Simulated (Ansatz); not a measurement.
ClMoO2 (SMILES [O]=[Mo](=[O])[Cl]), doublet, geometry from GFN2-xTB (such geometries of metal compounds can be far from the true shape) (the multiplicity is a formal guess) (core potentials on Mo); CAM-B3LYP/def2-SV(P) run with Ansatz (a program for electronic structure).

Ansatz was given this input:
Ansatz 0.2 input:
```yaml
crystal:
  periodic: [false, false, false]
  atoms:
    - {symbol: Mo, position_ang: [0.14669138, -0.21723107, 0.15452262]}
    - {symbol: O, position_ang: [1.66014683, -0.63486897, -0.28870204]}
    - {symbol: O, position_ang: [-0.59279660, -0.94573945, 1.41303363]}
    - {symbol: Cl, position_ang: [-0.86469647, 1.28050426, -0.91085900]}
basis:
  gaussian:
    orbitals: def2-SV_P_.json
hamiltonian:
  xc: cam_b3lyp
magnetization: {spin_polarized: true, initial_magnetization: 1}
scf: {lower_state_search: light}
```
The basis file holds def2-SV(P) in the JSON format of the Basis Set Exchange.

Task: Predict the main parts of the log of this Ansatz run.

Result: 
```
Functional definition: CAM-B3LYP
733 factors; integrals over basis functions are off by at most 3.3e-4 eV
231 factors; integrals over basis functions are off by at most 2.1e-5 eV
mean field evaluation 1: about -18450.2095 eV, gradient 6.0e1 eV
mean field evaluation 2: about -18317.4162 eV, gradient 1.8e2 eV
mean field evaluation 4: about -18463.6132 eV, gradient 3.9e0 eV
mean field evaluation 8: about -18463.7911 eV, gradient 3.0e-1 eV
mean field evaluation 16: about -18463.7935 eV, gradient 2.8e-3 eV
mean field -18463.79348851 eV, -678.5318954939 hartree, gradient 4.6e-5 eV, S^2 0.755443; 1 other end points of the search recorded, 0 dependent functions left out
reference -18463.79361638 eV, -678.5319001932 hartree; 24, 23 occupied and 46, 47 virtual orbitals, 733 factors
Total energy: -18463.79361638 eV, -678.5319001932 hartree
```
